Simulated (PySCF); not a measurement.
SbBr₂, SMILES [Br][Sb+][Br] (connectivity only; charge and spin as stated), charge +1, multiplicity 1.

The structure is a stationary point at B3LYP-D3(BJ)/def2-SVP. The multiplicity is an assumed one; other spin states were not compared. The isomer is the one that the SMILES or the coordinates give; other isomers of the formula were not compared. The def2 effective core potentials stand for the cores of Sb; spin–orbit coupling is left out.

These are B3LYP-D3(BJ)/def2-SVP in PySCF 2.14.0 values and carry that method's errors.

Frequencies are harmonic and unscaled.

### Question
Estimate the vibrational spectrum. (The exact figures need the calculation; the answer reports its results.)

### Answer

| mode | ν (cm⁻¹) | IR (km/mol) | Raman (Å⁴/amu) | depolarisation | moving atoms (share of kinetic energy) |
|---|---|---|---|---|---|
| 1 | 90 | 1.2 | 5.0 | 0.65 | Br 79 %, Sb 21 % |
| 2 | 283 | 11.2 | 17.9 | 0.13 | Br 64 %, Sb 36 % |
| 3 | 287 | 39.9 | 9.4 | 0.75 | Br 56 %, Sb 44 % |
